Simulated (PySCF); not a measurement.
# An isoelectronic set: 54 electrons

r²SCAN in PySCF with x2c-SVPall on every atom, spin-free X2C, for the lowest determinant that a PBE0 search found; no spin–orbit coupling. All have 54 electrons, 8 of them in the valence shells, and the same state, a singlet (closed shell). For ions De leads to the atom and ion picked by measured ionisation energies and electron affinities.

```tsv
species	difference of nuclear charges	Re (Å)	ωe (cm⁻¹)	k (mdyn/Å)	De (eV)	dissociates to	Mayer bond order
CaSe	14	2.429	375	2.21	3.55	Ca + Se	2.21
KBr	16	2.838	224	0.771	3.91	K + Br	0.64
HI	52	1.616	2332	3.20	3.37	H + I	0.99
CaBr⁺	15	2.473	353	1.95	4.18	Ca⁺ + Br	1.28
```

Q: Which member of the whole set has the stiffest bond, and how does it compare with the softest?

A: HI with k = 3.20 mdyn/Å, 4.2 times that of KBr.

These are scalar-relativistic numbers at best; spin–orbit coupling would shift them, the dissociation energy most. For an ion De counts to the pair picked by the measured ionisation energies or electron affinities, which need not be the lowest pair at this level.
